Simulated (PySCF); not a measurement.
H2Se.

```xyz
3

Se     0.0000     0.0000     0.0566
H      0.0000    -1.0493    -0.9621
H      0.0000     1.0493    -0.9621
```
Charge 0, spin multiplicity 1.

Coordinates come from a ωB97X-D3(BJ)/def2-TZVPD optimisation.

Computed with PySCF with PBE/pcSseg-2. Non-relativistic, no solvent.

Computed absolute GIAO shielding of each atom: isotropic value and principal components (ppm):
| atom | σ(iso) | σ11 | σ22 | σ33 | span |
|---|---|---|---|---|---|
| Se1 | 2097.7 | 1813.3 | 1967.0 | 2512.7 | 699.4 |
| H2 | 30.4 | 21.7 | 25.1 | 44.3 | 22.6 |
| H3 | 30.4 | 21.7 | 25.1 | 44.3 | 22.6 |
